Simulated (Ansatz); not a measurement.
Consider the cleavage of the Si–Si bond: `O[SiH](O)[Si](F)(Cl)Cl` + `O[Si](F)(F)F` → `O[SiH](O)O[Si](F)(F)F` + `F[SiH](Cl)Cl`.

Calculated with Ansatz (gas phase, PBE0-D4/def2-TZVP geometries, no zero-point term in ΔE). CCSD(T)/CBS adds triple-zeta CCSD(T) − MP2 to the extrapolated MP2 energy (def2 sets, frozen cores). Functionals use def2-TZVPP. Each species was taken in one conformer, which may not be the lowest.

`O[SiH](O)[Si](F)(Cl)Cl`:

```xyz
10

O    -0.203   -1.978    0.032
Si   -0.671   -0.408    0.130
O    -1.484    0.012   -1.220
Si    1.178    1.032    0.131
F     2.145    0.649    1.338
Cl    2.274    0.901   -1.579
Cl    0.620    2.973    0.420
H    -0.117   -2.478    0.845
H    -1.476   -0.221    1.372
H    -2.266   -0.484   -1.468
```

`O[Si](F)(F)F`:

```xyz
6

O     0.692   -0.792    0.718
Si   -0.175    0.310   -0.061
F    -1.600   -0.220   -0.459
F     0.518    0.789   -1.388
F    -0.343    1.540    0.892
H     0.907   -1.626    0.299
```

`O[SiH](O)O[Si](F)(F)F`:

Cartesian coordinates in Å:
```
O 0.945 2.107 -0.595
Si 0.052 0.788 -0.920
O 0.920 -0.465 -1.506
O -0.620 0.188 0.444
Si -0.794 -1.066 1.409
F -1.784 -0.699 2.569
F -1.374 -2.313 0.653
F 0.575 -1.482 2.058
H 1.664 2.043 0.037
H -1.003 1.244 -1.835
H 1.420 -0.345 -2.314
```

`F[SiH](Cl)Cl`:

Z-matrix (Å, degrees):
```
Si
F 1 1.581
Cl 1 2.024 2 108.4
Cl 1 2.024 2 108.4 3 119.6
H 1 1.467 2 109.1 3 -120.2
```

Is it downhill or uphill in electronic energy at CCSD(T)/CBS, and by how much? (Estimate.)

Ansatz gave: Downhill: ΔE = -38.2 kcal/mol.

What do these levels give: r2SCAN-D4, PBE0-D4, ωB97X-V, r2SCAN, PBE0, MP2/CBS(def2)? (An estimate is asked.)

Computed: r2SCAN-D4 -36.7, PBE0-D4 -33.6, ωB97X-V -36.9, r2SCAN -36.8, PBE0 -34.1, MP2/CBS(def2) -39.1 kcal/mol.

Largest T1 diagnostic among the species: 0.012.

In def2-TZVPP, CCSD(T) changes the Hartree–Fock value by +6.1 kcal/mol (the triples alone add +1.0 kcal/mol) and MP2 by +5.2 kcal/mol. The D4 term adds +0.8 kcal/mol with B3LYP and +0.5 kcal/mol with PBE0; it sums over pairs of atoms, weighted by their polarisabilities, and B3LYP, whose exchange is more repulsive, gets the larger term.

B3LYP here is the variant with VWN-RPA as its local correlation; programs differ in this.
